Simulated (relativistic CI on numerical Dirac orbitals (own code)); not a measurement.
# Fe⁶⁺: K-alpha X-ray emission

Computed with this model: Dirac-Coulomb-Breit CI, KLI orbitals optimised for each configuration, model QED (radiative potential, 1s self-energy scaled to tabulated hydrogen-like ionisation energies), valence Slater integrals scaled by 0.7, multiplet model of X-ray emission after core ionisation; configurations [Ar] 3d2 → 1s 2s2 2p6 3s2 3p6 3d2 → [He] 2s2 2p5 3s2 3p6 3d2; 80 K; Lorentzian 1.26 eV and Gaussian 0.6 eV FWHM. Energies are those of the free ion, without screening or charge transfer. S is read from ⟨S²⟩ = S(S + 1).

Field parameters in Wybourne normalisation: D3d B²₀ = −7Dσ, B⁴₀ = −14Dq − 21Dτ, B⁴₃ = −14√(10/7) Dq; Td as Oh with Dq negative (B⁴₀ = 21Dq, B⁴₄ = √(5/14) B⁴₀). The field is a parameter set, without covalency.

free ion: ground-state S = 1.00, centroid 6394.97 eV. Peaks (eV, height): 6382.6 (20), 6386.8 (43), 6395.2 (11), 6399.4 (100).

Td, 10Dq = -8000 cm⁻¹: ground-state S = 1.00, centroid 6394.87 eV. Peaks (eV, height): 6382.2 (12), 6386.8 (61), 6393.8 (10), 6400.0 (100).

D3d, 10Dq = 38150, Dσ = 330, Dτ = -150 cm⁻¹: ground-state S = 1.00, centroid 6395.08 eV. Peaks (eV, height): 6386.8 (49), 6390.8 (7), 6399.4 (100).

Strongest unbroadened transitions for free ion:

```csv
Energy (eV),Relative strength
6382.62,28.4
6385.73,17.1
6385.88,9.0
6385.91,7.4
6386.92,39.0
6386.95,29.3
6394.92,8.1
6396.54,6.7
6397.59,8.6
6399.14,24.9
6399.17,29.6
6399.26,100.0
6399.97,19.6
6400.37,15.0
6400.40,9.9
6400.60,11.4
6400.63,30.0
6400.77,29.7
```
